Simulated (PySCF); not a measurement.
C₄HCl₂F, SMILES C(=C(C#C)F)(Cl)Cl.

The structure is a stationary point at ωB97X-D3(BJ)/def2-SVP. This is a generated structure with no PubChem entry under its InChIKey; it may be hypothetical.

Two levels are set side by side: TDA-PBE/def2-SVPD (PySCF) and TDA-M06-2X/def2-SVPD (PySCF). Vertical, same geometry. The lowest singlet is HOMO→LUMO+1 99 % with PBE and HOMO→LUMO+1 64 %, HOMO−1→LUMO 15 % with the other functional; states are paired by order. Differences are taken from unrounded values.

```csv
quantity,TDA-M06-2X
lowest singlet excitation (eV),5.14
lowest triplet excitation (TDA) (eV),3.44
first bright state (f over 0.05) (eV),5.72
its oscillator strength,0.51
```

What does TDA-PBE give, and how far is it from TDA-M06-2X? (Estimate from the structure and the level; the computed values follow.)


```json
[
 {"quantity": "lowest singlet excitation (eV)", "TDA-PBE": "4.60", "TDA-PBE minus TDA-M06-2X": "-0.54"},
 {"quantity": "lowest triplet excitation (TDA) (eV)", "TDA-PBE": "3.08", "TDA-PBE minus TDA-M06-2X": "-0.36"},
 {"quantity": "first bright state (f over 0.05) (eV)", "TDA-PBE": "5.21", "TDA-PBE minus TDA-M06-2X": "-0.50"},
 {"quantity": "its oscillator strength", "TDA-PBE": "0.41", "TDA-PBE minus TDA-M06-2X": "-0.10"}
]
```

A lower first singlet is the usual sign of a functional without exact exchange. Differences between two approximate levels are no errors against the true value.

Rough cost on one machine, each run with all the roots and properties that it gave: TDA-M06-2X against TDA-PBE about 10 times.
